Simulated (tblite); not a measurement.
Q: Give a GFN2-xTB geometry of `[CH2+][C](CC)C(=O)OC` [radical]. (Charge +1 and doublet state.)

A: 
```
atom  x, y, z in Å
C1    -0.5291    1.9097   -0.7138
C2    -0.5735    0.6033   -0.4935
C3    -1.7219   -0.3338   -0.7186
C4    -2.0035   -1.2221    0.4550
C5     0.6720   -0.0914    0.0383
O6     0.6196   -1.1520    0.6281
O7     1.7491    0.5791   -0.2201
C8     3.0100    0.0441    0.2013
H9     0.3787    2.4805   -0.6007
H10   -1.4053    2.4733   -0.9938
H11   -1.5354   -0.9327   -1.6181
H12   -2.6056    0.2782   -0.9446
H13   -1.0322   -1.6875    0.7677
H14   -2.6666   -2.0487    0.2084
H15   -2.3452   -0.6708    1.3304
H16    2.9757   -0.2411    1.2537
H17    3.2745   -0.8249   -0.4032
H18    3.7299    0.8434    0.0386
```

Any rigid rotation of these coordinates is as good. Atoms count from 1 in this order. C2 (carbon bonded to 3 C) is planar (angles 128.1°, 118.7° and 113.2°, sum 360.0°, 0.01 Å off the plane of its three neighbours). The C–O distances run from 1.215 Å (C5=O6, drawn double in one of several resonance forms) to 1.433 Å (O7–C8, drawn single), a spread of 0.218 Å. O7 (oxygen bonded to 2 C) is bent (angle 118.7°). C5 (carbon bonded to C and 2 O) is planar (angles 125.8°, 122.2° and 112.0°, sum 360.0°, 0.00 Å off the plane of its three neighbours).

Bonds between heavy atoms (Å): C1–C2 1.326, C2–C3 1.499, C3–C4 1.499, C2–C5 1.522, C5=O6 1.215, C5–O7 1.295, O7–C8 1.433.

Structure optimised with GFN2-xTB, isolated species. This method treats the open shell by occupation alone, without spin polarisation.

Point group: C1 (no symmetry element, even within 0.4 Å). Its GFN2-xTB frequencies are all real (lowest 59 cm⁻¹). Torsions: H–C1–C2–C3 -174° and 7°, C1–C2–C3–C4 -131°, C1–C2–C5–O6 158°, C2–C5–O7–C8 -179°.

On one thread, Arm Neoverse V1 (aarch64), no GPU (shared host), this took 0.77 s of wall time. These figures are those of the optimisation.

One conformer stands for the species.

All values are computed, not measured.
